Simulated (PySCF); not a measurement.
C3H6N2Si.

```xyz
12

N     -3.3580     0.8218    -0.7209
C     -2.5223     0.3820    -0.0547
C     -1.4386    -0.1783     0.7621
C     -0.1278    -0.2858    -0.0015
N      0.9764    -0.0525     0.5612
Si     2.5373    -0.2011    -0.2457
H     -1.2786     0.4328     1.6623
H     -1.7409    -1.1880     1.0909
H     -0.2301    -0.6034    -1.0628
H      3.2162     1.1204    -0.1872
H      2.3731    -0.6267    -1.6721
H      3.3411    -1.2127     0.4912
```

Geometry optimised at ωB97X-D3(BJ)/def2-SVP. The structure was generated by enumeration; whether it is a known compound was not checked. Other conformers were not sampled.

The numbers are results of PBE/pcSseg-1 in PySCF, not measurements. Non-relativistic, no solvent.

Computed absolute GIAO shielding of each atom: isotropic value and principal components (ppm):
| atom | σ(iso) | σ11 | σ22 | σ33 | span |
|---|---|---|---|---|---|
| N1 | -44.3 | -220.1 | -207.7 | 294.9 | 515.0 |
| C2 | 65.0 | -47.4 | -44.3 | 286.6 | 334.1 |
| C3 | 146.0 | 129.0 | 138.4 | 170.7 | 41.6 |
| C4 | 4.8 | -89.9 | 7.9 | 96.5 | 186.4 |
| N5 | -124.4 | -476.8 | -149.4 | 253.0 | 729.7 |
| Si6 | 377.3 | 314.3 | 367.7 | 450.0 | 135.8 |
| H7 | 28.2 | 24.6 | 28.2 | 31.7 | 7.1 |
| H8 | 28.0 | 24.4 | 27.8 | 31.9 | 7.4 |
| H9 | 22.7 | 21.1 | 22.2 | 24.6 | 3.5 |
| H10 | 26.2 | 23.8 | 24.9 | 29.9 | 6.1 |
| H11 | 26.5 | 24.3 | 25.0 | 30.1 | 5.8 |
| H12 | 26.2 | 23.8 | 24.9 | 30.0 | 6.2 |
